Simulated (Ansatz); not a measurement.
This geometry of AlH5O2Si (9 atoms, charge 0, multiplicity 1) is a first-order saddle point.

Computed with RKS PBE/def2-SVP in Ansatz 0.2.0.

```xyz
9
Properties=species:S:1:pos:R:3
Al 0.254 0.011 -0.349
O 0.917 0.326 1.351
H 0.983 -0.125 2.226
H 1.827 0.246 0.334
O -1.318 -0.692 -0.428
Si -2.796 -1.345 -0.828
H -3.010 -2.635 -0.081
H -3.906 -0.394 -0.465
H -2.879 -1.633 -2.305
```

**Question.** Which two structures does it join? (They come from a converged band through this point; their orientation in space is the band's.)

**Answer.** Bonds broken: Al1–H4. Bonds formed: O2–H4.

Initial state:

```xyz
9
Properties=species:S:1:pos:R:3
Al 0.404 -0.049 0.087
O 0.864 0.036 1.735
H 0.301 -0.247 2.472
H 1.455 0.460 -0.973
O -1.121 -0.654 -0.398
Si -2.605 -1.295 -0.778
H -2.880 -2.517 0.060
H -3.692 -0.284 -0.520
H -2.653 -1.692 -2.230
```

Final state:

```xyz
9
Properties=species:S:1:pos:R:3
Al 0.436 0.065 -1.119
O 0.815 0.376 1.004
H -0.014 -0.145 1.175
H 1.552 -0.104 1.432
O -1.041 -0.632 -0.345
Si -2.555 -1.290 -0.614
H -2.653 -2.651 0.031
H -3.629 -0.413 -0.021
H -2.838 -1.447 -2.087
```

**Question.** How far does it lie above each of them?

**Answer.** 59.6 kcal/mol above the first and 27.8 kcal/mol above the second. This is the barrier of this one path; another mechanism may lie lower. The orbitals stay closed-shell, which can raise the energy where a bond breaks towards radicals; this wasn't checked here.

The run took 3.6 min on 2 threads of Arm Neoverse V2 (shared host), peak memory 0.12 GiB.
